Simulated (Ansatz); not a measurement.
Geometry optimisation, UHF/def2-SVP (Ansatz).

Input file:

```yaml
crystal:
  periodic: [false, false, false]
  atoms:
    - { symbol: Zr, position_ang: [0.013657, -0.013074, -0.5935] }
    - { symbol: Cl, position_ang: [-0.086841, 0.128377, 3.125553] }
    - { symbol: F, position_ang: [1.940696, 0.089348, -0.4969] }
    - { symbol: "N", position_ang: [-1.007335, 1.739189, -0.827581] }
    - { symbol: H, position_ang: [-2.005154, 1.849071, -0.903758] }
    - { symbol: H, position_ang: [-0.598793, 2.65752, -0.895532] }
    - { symbol: F, position_ang: [-1.024468, -1.642193, -0.544345] }
    - { symbol: Cl, position_ang: [0.080439, -0.148239, 5.136462] }
magnetization:
  spin_polarized: true
  initial_magnetization: 1
basis:
  gaussian: { orbitals: def2-SVP }
hamiltonian:
  xc: hf
relax:
  f_tol: 0.03
  max_steps: 50
```

Command:

```bash
$ ansatz run input.yaml --threads 4 --pin off --max-ram 5120MiB --backend cpu --events-out ev --progress --plain --runs-dir out
```

Task: Where does it end, and by what steps?

Result: It converged. The force dipped under the threshold on the way, but the program's further checks kept it going. After 39 steps the energy has fallen by 0.072 eV; Cl8 moved furthest, 1.84 Å.

```
step  energy less start (eV)  largest force component (eV/Å)  accepted
   0                  0.0000                           0.260       yes
   2                  0.0167                           0.586        no
   4                 -0.0170                           0.106       yes
   6                 -0.0205                           0.295       yes
   8                 -0.0295                           0.082       yes
  10                 -0.0343                           0.091       yes
  12                 -0.0355                           0.049       yes
  14                 -0.0350                           0.214        no
  16                 -0.0380                           0.083       yes
  18                 -0.0373                           0.198        no
  20                 -0.0410                           0.052       yes
  22                 -0.0450                           0.063       yes
  24                 -0.0499                           0.318       yes
  26                 -0.0553                           0.103       yes
  28                 -0.0604                           0.190       yes
  30                 -0.0648                           0.125       yes
  32                 -0.0682                           0.096       yes
  34                 -0.0689                           0.253       yes
  36                 -0.0713                           0.039       yes
  38                 -0.0721                           0.054       yes
  39                 -0.0724                           0.025       yes
```

```xyz
8
Properties=species:S:1:pos:R:3
Zr -0.047 0.104 -0.218
Cl -0.381 0.700 4.139
F 1.836 0.307 0.178
N -0.983 1.701 -1.088
H -1.951 1.750 -1.360
H -0.560 2.583 -1.328
F -1.125 -1.469 0.106
Cl 0.522 -1.017 3.572
```

Whether the end is a true minimum wasn't checked by a vibrational analysis.

Time of the run: 81 s on 4 threads of Arm Neoverse V2, with other jobs on the host, peak memory 0.38 GiB.
